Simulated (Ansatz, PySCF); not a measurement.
Zn(SH) (HSZn), SMILES [Zn+][SH], charge +1.

Geometry: B3LYP-D3(BJ)/def2-TZVP. The spin state was assumed, not searched. The isomer is the one that the SMILES or the coordinates give; other isomers of the formula were not compared.

Vertical ionisation energy (IE) and electron affinity (EA) in eV. Rows of orbital energies are one-electron estimates. Where ΔSCF, EOM or ADC give a negative EA the extra electron is unbound and the value depends on the basis.

| level | IE | EA |
|---|---|---|
| −ε(HOMO), −ε(LUMO), r2SCAN/def2-TZVPD (PySCF) | 12.33 | 10.90 |
| −ε(HOMO), −ε(LUMO), CAM-B3LYP/def2-TZVPD (PySCF) | 14.62 | 9.39 |
| −ε(HOMO), −ε(LUMO), PBE/def2-TZVPD (PySCF) | 12.20 | 11.15 |
| ΔSCF, PBE0/def2-TZVPD (Ansatz), final states of multiplicity 2 and 2 | ? | ? |
| ΔSCF, PBE/def2-TZVPD (Ansatz), final states of multiplicity 2 and 2 | 15.79 | 8.08 |

Problem. What belongs in the gaps? (An estimate is asked for; the answer gives what the named calculation found.)

Solution. 
- ΔSCF, PBE0/def2-TZVPD (Ansatz, a first-principles code), final states of multiplicity 2 and 2, IE: 15.56
- ΔSCF, PBE0/def2-TZVPD (Ansatz), final states of multiplicity 2 and 2, EA: 8.10

Problem. What vertical singlet–triplet gap does ΔSCF give with PBE0/def2-TZVPD (Ansatz) and with PBE/def2-TZVPD (Ansatz)? (Estimate from the structure and the level; the computed values follow.)

Solution. 1.40 and 1.50 eV (triplet above singlet where positive).
